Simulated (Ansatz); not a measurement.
Stepwise reaction of `F[Si](Cl)(Cl)S[SiH2]Cl` with hydrogen, as a gas-phase model of exchange steps in deposition or etching. ΔE in kJ/mol.

Program: Ansatz. Geometries: PBE0-D4/def2-TZVP. ΔE: electronic, gas phase. CCSD(T)/CBS adds triple-zeta CCSD(T) − MP2 to the extrapolated MP2 energy (def2 sets, frozen cores). This one scheme is used for every species. Functionals use def2-TZVPP. B3LYP here is the variant with VWN-RPA as its local correlation; programs differ in this. One conformer a species, not always the lowest.

```
step                                                     reaction  PBE-D4  B3LYP-D4  ωB97M-V  CCSD(T)/CBS
   1  `F[Si](Cl)(Cl)S[SiH2]Cl` + H₂ → `F[SiH](Cl)S[SiH2]Cl` + HCl    80.8      77.9     80.4         78.3
   2        `F[SiH](Cl)S[SiH2]Cl` + H₂ → `F[SiH2]S[SiH2]Cl` + HCl    82.3      82.1     81.9         79.7
   3             `F[SiH2]S[SiH2]Cl` + H₂ → `F[SiH2]S[SiH3]` + HCl    80.3      78.7     80.2         79.7
```

**Question.** By hand: ΔE of the 3 steps together at CCSD(T)/CBS.

**Answer.** (78.3) + (79.7) + (79.7) = 237.7 kJ/mol, or 79.2 kJ/mol a step.

In ΔE the steps differ by no more than 1.4 kJ/mol. All are uphill at CCSD(T)/CBS. PBE-D4 differs from CCSD(T)/CBS by 0.6 to 2.6 kJ/mol a step. Isolated molecules leave out the surface, adducts and barriers. Largest T1 diagnostic: 0.012.
